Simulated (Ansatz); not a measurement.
`C[CH2][Cd][F]` + NH₃ → `[NH2][Cd][F]` + ethane at 400 K and 1 bar (ligand exchange at a Cd–C bond).

Program: Ansatz. Geometries: PBE0-D4/def2-TZVP. ΔE: electronic, gas phase. CCSD(T)/CBS adds triple-zeta CCSD(T) − MP2 to the extrapolated MP2 energy (def2 sets, frozen cores). This one scheme is used for every species. Elements past krypton have def2 core potentials. For Cd outer-core shells are correlated without core-valence functions, which leaves a few kJ/mol of doubt a bond. One conformer a species, not always the lowest.

```
        species  CCSD(T)/CBS energy (Eh)  H − E (kJ/mol)  S (J/(mol·K))
`C[CH2][Cd][F]`               -346.63236           202.0          358.6
            NH₃                -56.50880           104.2          203.1
 `[NH2][Cd][F]`               -323.42384            91.3          312.8
           `CC`                -79.71954           213.5          244.3
```

H − E and S are ideal-gas, rigid-rotor, harmonic terms from PBE0-D4/def2-TZVP, for one conformer and one mirror image of each species. 1 Eh = 2625.50 kJ/mol, R = 8.31446 J/(mol·K).

By hand: ΔE, ΔH, ΔS and ΔG.

ΔE = (-323.42384) + (-79.71954) − (-346.63236) − (-56.50880) = -0.00222 Eh = -5.8 kJ/mol. Δ(H − E) = 91.3 + 213.5 − 202.0 − 104.2 = -1.4, so ΔH = -7.2 kJ/mol. ΔS = 312.8 + 244.3 − 358.6 − 203.1 = -4.6 J/(mol·K). ΔG = -7.2 − 400 × (-4.6)/1000 = -5.4 kJ/mol.

By hand: the equilibrium constant, and the temperature at which ΔG would vanish if ΔH and ΔS stayed fixed.

log₁₀ K = −ΔG/(RT ln 10) = 0.7. ΔG = 0 at ΔH/ΔS = 1565 K, though so small a ΔH makes that figure unsure.

The number of gas molecules stays the same, so ΔS is small and ΔH decides. The sign of ΔG lies within the doubt. A doubt of 5 kJ/mol in ΔE shifts log₁₀ K by 0.7 here. Other conformers and mirror images would add mixing entropy, several J/(mol·K) or more a flexible species. These are equilibria of isolated gas molecules and say nothing of rates. Largest T1 diagnostic: 0.016 (customary marks: 0.02 for closed shells, 0.045 for open ones).
